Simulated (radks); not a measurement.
All-electron atom: S I in [He] 2s2 2p5.5 3s2 3p4 4p0.5 (fractional occupations, a model configuration). Method: Dirac Kohn-Sham, LDA (Slater exchange, Perdew-Wang correlation), spin-unpolarised, spherical densities, point nucleus; open shells fill j = l - 1/2 first; computed with a radial shooting solver on a logarithmic mesh with Libxc functionals.

Normalised radial functions P(r) = r R(r) (large component), r in bohr:

r	2p1/2	3s1/2	3p1/2
0.00875	0.0103	0.0882	0.0031
0.01011	0.0135	0.0995	0.0040
0.01167	0.0176	0.1119	0.0052
0.01359	0.0233	0.1260	0.0069
0.01569	0.0304	0.1402	0.0090
0.01812	0.0395	0.1552	0.0117
0.0211	0.0521	0.1714	0.0154
0.02436	0.0673	0.1867	0.0199
0.02814	0.0868	0.2013	0.0257
0.03249	0.1115	0.2145	0.0330
0.03783	0.1445	0.2257	0.0427
0.04369	0.1837	0.2324	0.0543
0.05045	0.2321	0.2338	0.0685
0.05827	0.2910	0.2282	0.0858
0.06784	0.3663	0.2126	0.1078
0.07834	0.4510	0.1869	0.1325
0.09048	0.5493	0.1490	0.1608
0.1045	0.6608	0.0978	0.1927
0.1216	0.7909	0.0295	0.2291
0.1405	0.9226	-0.0474	0.2650
0.1622	1.0570	-0.1328	0.3000
0.1889	1.1937	-0.2263	0.3326
0.2181	1.3085	-0.3101	0.3553
0.2519	1.3982	-0.3792	0.3655
0.2909	1.4521	-0.4229	0.3581
0.3387	1.4600	-0.4294	0.3260
0.3911	1.4151	-0.3890	0.2687
0.4517	1.3185	-0.2984	0.1834
0.5217	1.1757	-0.1588	0.0706
0.6073	0.9874	0.0327	-0.0733
0.7014	0.7906	0.2392	-0.2251
0.81	0.5947	0.4480	-0.3803
0.943	0.4081	0.6437	-0.5329
1.089	0.2633	0.7814	-0.6519
1.258	0.1553	0.8551	-0.7333
1.453	0.0827	0.8577	-0.7684
1.691	0.0374	0.7891	-0.7531
1.953	0.0154	0.6737	-0.6940
2.255	0.0055	0.5321	-0.6021
2.605	0.0016	0.3875	-0.4910
3.032	0.0004	0.2523	-0.3686
3.502	0.0001	0.1523	-0.2612
4.044	0.0000	0.0827	-0.1712
4.671	0.0000	0.0400	-0.1032
5.438	0.0000	0.0161	-0.0548
6.28	0.0000	0.0059	-0.0271
7.252	0.0000	0.0018	-0.0120
8.443	0.0000	0.0004	-0.0044
9.751	0.0000	0.0001	-0.0014
11.26	0.0000	0.0000	-0.0004
13	0.0000	0.0000	-0.0001
15.14	0.0000	0.0000	0.0000
17.48	0.0000	0.0000	0.0000
20.19	0.0000	0.0000	0.0000
23.32	0.0000	0.0000	0.0000
27.15	0.0000	0.0000	0.0000
31.35	0.0000	0.0000	0.0000

2p1/2: eigenvalue -172.68 eV, 0 radial nodes, <r> = 0.434 bohr, 90 % of the charge inside 0.722 bohr. 3s1/2: eigenvalue -21.954 eV, 2 radial nodes at r = 0.129, 0.593 bohr, <r> = 1.61 bohr, 90 % of the charge inside 2.45 bohr. 3p1/2: eigenvalue -11.194 eV, 1 radial node at r = 0.564 bohr, <r> = 1.88 bohr, 90 % of the charge inside 2.96 bohr.
